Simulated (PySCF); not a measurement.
As: ionisation energy

As [Ar] 3d10 4s2 4p3 (4S) → As⁺ [Ar] 3d10 4s2 4p2 (3P), as a difference of total energies. All numbers are calculated (PySCF 2.14, scalar relativity by spin-free X2C-1e, in x2c-TZVPPall with one added diffuse shell each of s, p, d type (7s6p5d1f, 57 functions)). Correlated levels: valence and next inner shell: [Ne] frozen. The calculations carry no spin-orbit coupling.

| method | ionisation energy (eV) |
| --- | --- |
| UHF | 9.417 |
| MP2 (valence and next inner shell) | 9.973 |
| SCS-MP2 (valence and next inner shell) | 9.799 |
| CCSD (valence and next inner shell) | 9.902 |
| CCSD(T) (valence and next inner shell) | 9.935 |

Errors of the correlated levels include the incompleteness of this basis and the frozen core.

Problem. Which method comes closest to the reference value, and which is furthest?

Solution. The reference is 10.008 eV (measured; NIST levels, between the centres of gravity of the two terms). Closest: MP2 (valence and next inner shell) (error -0.035 eV); furthest: UHF (error -0.591 eV).
